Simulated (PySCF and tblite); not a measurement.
The numbers below are computed, except where a source is named.
C5H5BrOSi, numbered as in [O:1]=[CH:2][C:3]1=[C:4]([Br:5])[SiH2:6][CH:7]=[CH:8]1.

Conformers came from 60 starts (ETKDG, MMFF94s, GFN2-xTB); geometries are GFN2-xTB. Energies: B3LYP-D3(BJ)/def2-SVP (IEF-PCM, acetonitrile), with GFN2-xTB thermal terms (modes under about 100 cm⁻¹ blended into free rotors). Symmetry numbers and mirror images are counted. Conformers within 2.5 kcal/mol (GFN2-xTB free energy) were kept, 3 at most. Programs: PySCF with density fitting and tblite.

Rotational constants are equilibrium values for the commonest isotopes; dipoles come from the energy level named and are polarised by its solvent model.

Torsions listed: O1–C2–C3–C4. The 5-ring runs over atoms 3–4–6–7–8.

```
conformer              shape  symmetry  weight %
        1  5-ring flat; 180°        Cs      99.3
        2    5-ring flat; 0°        Cs       0.7
```

Sets of constants, in random order:

```csv
set,A (MHz),B (MHz),C (MHz),abs μa (D),abs μb (D),abs μc (D)
P,1692,1024,643,4.47,1.20,0.00
Q,1411,996,588,0.89,3.81,0.00
```

(1) Match each set to its conformer.

## Answers

(1) P is conformer 2, Q is conformer 1.
